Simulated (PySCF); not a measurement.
Mo(O)2(NH2)(Me) (CH₅MoNO₂), SMILES [CH3][Mo]([NH2])(=[O])=[O], multiplicity 1.

Geometry optimised at B3LYP-D3(BJ)/def2-SVP. The multiplicity is an assumed one; no other spin state was optimised. The structure was generated by enumeration; whether it is a known compound was not checked. The def2 effective core potentials stand for the cores of Mo; spin–orbit coupling is left out. The values are those of a single conformer.

Two levels are set side by side: TDDFT-PBE/def2-SVPD (PySCF) and TDDFT-PBE0/def2-SVPD (PySCF). Vertical, same geometry. The lowest singlet is HOMO−1→LUMO 90 % with PBE and HOMO−1→LUMO 52 %, HOMO→LUMO 33 %, HOMO−2→LUMO+1 14 % with the other functional; states are paired by order. Differences are taken from unrounded values.

```json
[
 {"quantity": "lowest singlet excitation (eV)", "TDDFT-PBE0": "4.66", "TDDFT-PBE": "4.38", "TDDFT-PBE minus TDDFT-PBE0": "-0.27"},
 {"quantity": "lowest triplet excitation (TDA) (eV)", "TDDFT-PBE0": "4.02", "TDDFT-PBE": "3.85", "TDDFT-PBE minus TDDFT-PBE0": "-0.17"},
 {"quantity": "first bright state (f over 0.05) (eV)", "TDDFT-PBE0": "5.31", "TDDFT-PBE": "5.00", "TDDFT-PBE minus TDDFT-PBE0": "-0.31"},
 {"quantity": "its oscillator strength", "TDDFT-PBE0": "0.08", "TDDFT-PBE": "0.07", "TDDFT-PBE minus TDDFT-PBE0": "-0.01"}
]
```

Functionals without exact exchange tend to place singlet excitations lower, as here. Differences between two approximate levels are no errors against the true value.

Rough cost on one machine, each run with all the roots and properties that it gave: TDDFT-PBE0 against TDDFT-PBE about 4 times.
